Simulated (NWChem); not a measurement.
Molecule: ZrF3, doublet; SMILES [F][Zr]([F])[F]

```xyz
4

Zr     0.0000     0.0000     0.0000
F     -0.1911     1.8934     0.0000
F      1.7353    -0.7812     0.0000
F     -1.5442    -1.1122     0.0000
```
Atoms are numbered in this order, from 1.

In the optimisation the excess spin sits in a' (C3h, its own frame). Structure relaxed at the PBE0/def2-SVP, spin-unrestricted level. This spin state was assumed; another may lie lower. No stability test was run on the SCF state. def2 effective core potentials on Zr; no spin-orbit coupling.

### Question
List the 4 lowest vertical excitations from PBE/def2-SVP with def2 effective core potentials on Zr, spin-unrestricted, TDA (NWChem).

### Answer
| state | energy (eV) | oscillator strength | <S²> |
|---|---|---|---|
| state 1 | 1.79 | 0.000 | 0.75 |
| state 2 | 1.79 | 0.000 | 0.75 |
| state 3 | 4.02 | 0.325 | 0.75 |
| state 4 | 4.08 | 0.019 | 0.75 |
